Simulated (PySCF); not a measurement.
**Dipole moment and polarisability of `CC#CC[SiH2]OC`**

Compound: C₅H₁₀OSi.
Geometry (GFN2-xTB, Å), atoms numbered from 1 in this order:
```
atom  x, y, z in Å
C1     3.9984    0.5041    0.1424
C2     2.6548   -0.0361    0.0812
C3     1.5477   -0.4920    0.0276
C4     0.2085   -1.0243   -0.0292
Si5   -1.0809    0.3275    0.3130
O6    -2.4698   -0.5062    0.1916
C7    -3.7671   -0.0229    0.3478
H8     3.9627    1.5718    0.3605
H9     4.5061    0.3558   -0.8109
H10    4.5689    0.0045    0.9257
H11    0.1155   -1.8288    0.7038
H12    0.0425   -1.4648   -1.0150
H13   -1.0203    1.4104   -0.6764
H14   -0.9248    0.9147    1.6497
H15   -3.9803    0.7603   -0.3834
H16   -3.9098    0.3906    1.3490
H17   -4.4591   -0.8525    0.1992
```

Level: wB97X-D/def2-SVPD (PySCF), static field, nuclei fixed, core orbitals frozen in the response. The polarisability tensor in these axes (au):

```
x   122.66   6.93  -0.65
y     6.93  76.69   1.09
z    -0.65   1.09  70.57
```

Task: What are the eigenvalues, a third of the trace, and Δα (Δα² = ½Σ(αi − αj)² over the three pairs)?

Result: Principal values 70.31, 75.92 and 123.69 au; mean 89.97 au = 13.33 Å³ = 14.83 × 10⁻⁴⁰ C²·m²/J; Δα = 50.80 au (56 % of the mean).

Task: What is the dipole moment, and where does it point?

Result: (-0.54, 0.54, 0.14) D, 0.77 D in size, pointing from the negative to the positive side. Measured along this direction, the outermost atoms are H9 and H10 at the negative end and H16 and H15 at the positive end.

Task: How large is μ²/3kT at 298 K beside α?

Result: In Gaussian units μ²/3kT = 4.84 Å³ against 13.33 Å³, a ratio of 0.36; the Debye molar polarisation (4π/3)N_A(α + μ²/3kT) is 45.8 cm³/mol, leaving out the vibrational part.

Task: What depolarisation ratio follows for Rayleigh scattering of linearly polarised light, taking the static tensor?

Result: ρ = 3Δα²/(45ᾱ² + 4Δα²) = 7742.2/(364297 + 10323.0) = 0.0207.

Task: Along which axes do the principal values lie, and how far do the nuclei extend along each?

Result: Largest value along (0.99, 0.15, -0.01), where the nuclei span 9.05 Å; middle along (-0.14, 0.97, 0.21), 3.01 Å; least along (0.04, -0.21, 0.98), 2.38 Å. The response follows the extents in order.

Isolated species at its GFN2-xTB geometry (one conformer only).

The run behind these numbers computed excited states as well. On Arm Neoverse V1, one thread, on a shared host, this took 97 s (with the writing of density and orbital grids) and 0.95 GiB of memory at its peak.
